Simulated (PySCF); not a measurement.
## Charge-transfer reorganisation: SMILES Nc1cc(C=O)cc[s+]1, [C6H6NOS]+, charge +1

Geometry (Å), atoms numbered from 1 in this order:
```xyz
15

N     2.7890   -0.1531   -0.1893
C     1.5178    0.2328   -0.1297
C     0.4532   -0.7025   -0.1012
C    -0.8757   -0.3527   -0.0385
C    -1.9157   -1.4448   -0.0138
O    -3.0840   -1.1965    0.0419
C    -1.3415    0.9883    0.0053
C    -0.4895    2.0466   -0.0125
S     1.2170    1.9318   -0.0878
H     3.0274   -1.1419   -0.2170
H     3.5614    0.5092   -0.2111
H     0.7206   -1.7659   -0.1317
H    -1.5240   -2.4897   -0.0506
H    -2.4228    1.1528    0.0547
H    -0.8329    3.0871    0.0203
```

Total charge +1.

Method used: UKS PBE0/def2-SV(P) four-point reorganisation energy, gas phase (PySCF 2.14.0). Geometry: PBE0/def2-SV(P).

**Question.** What is the inner reorganisation energy for electron transfer, with the electron affinity?

**Answer.** λ = 0.254 (surface of the reduced species) + 0.319 (surface of the starting species) = 0.573 eV. The electron affinity is 5.85 eV vertical and 6.11 eV adiabatic without zero-point energy; at the relaxed geometry of the reduced species the two energies differ by 6.43 eV. Largest bond changes: C4–C5 1.508 → 1.451 Å, C2–C3 1.417 → 1.371 Å, C3–C4 1.376 → 1.420 Å, N1–C2 1.330 → 1.374 Å, S9–C2 1.726 → 1.760 Å. ⟨S²⟩ of the relaxed reduced species 0.772.
